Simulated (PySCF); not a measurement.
**Correlation energy of Zn⁺ (zinc, charge +1)**

[Ar] 3d10 4s1, 2S determinant. Computed with PySCF 2.14 in 6-31G* (5s4p2d1f, 34 functions), with the non-relativistic Hamiltonian (point nucleus). Frozen: [Ar]; 11 electrons correlated.

MP2 pair energies summed by pair of shells (mhartree):

| pair | energy | share (%) |
| --- | --- | --- |
| 3d-3d | -203.43 | 94.1 |
| 3d-4s | -12.72 | 5.9 |

Total MP2 correlation energy: -216.15 mhartree.

Same-spin part -79.24 and opposite-spin part -136.91 mhartree; SCS-MP2 scales them by 1/3 and 6/5 to -190.71 mhartree.

| level | correlation energy (mhartree) |
| --- | --- |
| CCSD | -195.07 |
| (T) | -5.49 |
| CCSD(T) | -200.56 |

Diagnostics: T1 = 0.0061, D1 = 0.0132, largest double amplitude 0.028.

Cost of the coupled-cluster step: 0.37 s of wall time on 1 thread of Neoverse-V2 (shared host), for 11 correlated electrons.
